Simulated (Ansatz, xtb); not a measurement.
**Two isomers of C5H13N2+**

We compare X, `NC[C@@H]1CC[NH2+]C1`, a singlet, with Y, `N[C@@H]1CCC[NH2+]C1`, a singlet. Both are isolated ions in the gas phase, relaxed with PBE0-D3(BJ)/def2-SVP, each in the lowest conformer that the search found.

Quicker runs give these differences E(Y) − E(X): GFN2-xTB +0.053 eV; HF/STO-3G +0.289 eV (at GFN2-xTB geometries); r2SCAN-D4/def2-SVP −0.074 eV (at GFN2-xTB geometries).

Question: Estimate which is lower in electronic energy at CCSD(T)/def2-SVP + ΔMP2/def2-TZVPP, and by roughly how much.

Answer: The CCSD(T)/def2-SVP + ΔMP2/def2-TZVPP calculation puts structure Y lower, by 0.080 eV.

How the difference moves with the method:

| level | geometry | E(Y) − E(X) (eV) | departure from the last row (eV) | job, with rough time for the two |
| --- | --- | --- | --- | --- |
| GFN2-xTB | GFN2-xTB | +0.053 | +0.133 | optimisation, 0.34 s |
| HF/STO-3G | GFN2-xTB | +0.289 | +0.370 | single point, 1.2 s |
| r2SCAN-D4/def2-SVP | GFN2-xTB | −0.074 | +0.006 | single point, 7.8 s |
| PBE0-D3(BJ)/def2-SVP | PBE0-D3(BJ)/def2-SVP | −0.058 | +0.023 | optimisation, 1.9 min |
| HF/def2-SVP | PBE0-D3(BJ)/def2-SVP | −0.167 | −0.087 | part of the CCSD(T) run |
| MP2/def2-SVP | PBE0-D3(BJ)/def2-SVP | −0.072 | +0.008 | part of the CCSD(T) run |
| CCSD(T)/def2-SVP | PBE0-D3(BJ)/def2-SVP | −0.084 | −0.004 | single point |
| CCSD(T)/def2-SVP + ΔMP2/def2-TZVPP | PBE0-D3(BJ)/def2-SVP | −0.080 |  | single point, 3.6 min |

As drawn, both hold the same kinds of bond in the same numbers. Structure X has a 5-membered ring, Y a 6-membered ring.

GFN2-xTB, HF/STO-3G put the two in the other order. The largest departure from CCSD(T)/def2-SVP + ΔMP2/def2-TZVPP is that of HF/STO-3G, 0.370 eV. The last row adds to CCSD(T) the change of the MP2 difference between the two basis sets, here +0.004 eV.

With thermal terms from frequencies at re-optimised GFN2-xTB minima (ideal gas, soft modes damped towards free rotors, one conformer each, 298.15 K, 1 atm): on the last row, ΔE + ΔZPE = −0.052, ΔH = −0.054, ΔG = −0.042 eV.

The correlated steps freeze 7 core orbitals. Codes used: Ansatz 0.2.0, xtb 6.7.1; the last row on 2 threads of Intel(R) Xeon(R) Processor @ 2.70GHz on a shared host.
